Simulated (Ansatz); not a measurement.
Coupled-cluster diagnostics for Al5Sb4H16⁻, a cluster cut from zinc blende AlSb (hydrogen-capped), Ansatz.

Geometry of the singlet (r2SCAN-D4/def2-SVP):

```xyz
25

Al   -0.5649   -2.4207    2.2703
Al    0.7473   -2.5390   -2.0774
Al   -2.7467    0.1569   -0.8328
Al   -0.2684    2.5107    2.2253
Al    1.0431    2.3924   -2.1231
Sb   -1.2159   -2.0252   -0.3105
Sb    0.6320   -0.0134    2.7709
Sb    2.0568   -0.1417   -1.9580
Sb   -0.9649    2.1495   -0.3490
H     0.5466   -3.5578    2.4710
H    -1.8632   -2.4196    3.2102
H     1.7653   -3.6685   -1.5714
H     0.1793   -2.6088   -3.5745
H    -3.9202    0.2396    0.2553
H    -3.1227    0.1670   -2.3904
H    -1.5578    2.6822    3.1619
H     0.9701    3.5115    2.4071
H     0.4839    2.5035   -3.6211
H     2.1882    3.4029   -1.6375
H    -2.2794   -3.3327   -0.5908
H     1.1586   -0.0302    4.3941
H     2.2000   -0.1121    2.1083
H     3.3790   -0.2298   -3.0333
H     3.0194   -0.1859   -0.5516
H    -1.8653    3.5695   -0.6531
```

In the def2 sets Sb takes a core potential; there is no spin–orbit coupling. Correlated methods freeze 41 core orbitals; core or outer-core shells of Sb are correlated, in sets that lack core-valence functions.

Problem. Estimate the CCSD(T) correlation energy, the shares of MP2 and (T), T1 and the reference's ⟨S²⟩ for: charge -1, singlet, own geometry in def2-SVP; and the rough time on 2 threads of AMD EPYC 7R13 on a shared host and a share (18 GiB) of an NVIDIA H100 80GB HBM3.

Solution. 
| state | basis | correlation (eV) | MP2 share (%) | (T) share (%) | T1 | ⟨S²⟩ (pure) | wall time |
| --- | --- | --- | --- | --- | --- | --- | --- |
| charge -1, singlet, own geometry | def2-SVP | -28.530 | 83.2 | 3.2 | 0.011 | 0.00 (0.00) | 14 s |
Customary marks for T1 are 0.02 (closed shells), 0.045 (open shells) and about 0.05 (3d metals). T1 stays under 0.02 throughout.
